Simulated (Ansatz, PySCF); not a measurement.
System: sum formula SiHCl, charge 0, multiplicity 3. This is an excited triplet: at this geometry the singlet lies 1.19 eV lower at CCSD(T)/CBS(aug-cc-pV(T+d)Z,aug-cc-pV(Q+d)Z). 
Structure (B3LYP-D3(BJ)/def2-TZVP (Ansatz, a quantum-chemistry and plane-wave program) minimum search):
SMILES: [SiH]Cl
```xyz
3

Si     0.8439    -0.2114     0.6354
H      2.0691    -0.5813    -0.1310
Cl    -0.8167     0.2083    -0.5156
```
Charge 0, spin multiplicity 3.

Dipole moments at this geometry, in debye (magnitudes).

| level | program | dipole (D) |
|---|---|---|
| TPSS/def2-TZVPD | PySCF | 0.91 |
| r2SCAN/def2-TZVPD | PySCF | 0.96 |
| B97M-V/def2-TZVPD | Ansatz | 0.92 |
| PBE0/def2-TZVPD | Ansatz | 1.02 |
| BHLYP/def2-TZVPD | Ansatz | 1.16 |
| PW6B95/def2-TZVPD | PySCF | 1.02 |
| MN15/def2-TZVPD | PySCF | 1.13 |
| CAM-B3LYP/def2-TZVPD | Ansatz | 1.10 |
| wB97X-V/def2-TZVPD | Ansatz | 1.06 |
| CCSD(T)/aug-cc-pV(D+d)Z | Ansatz | 1.02 |
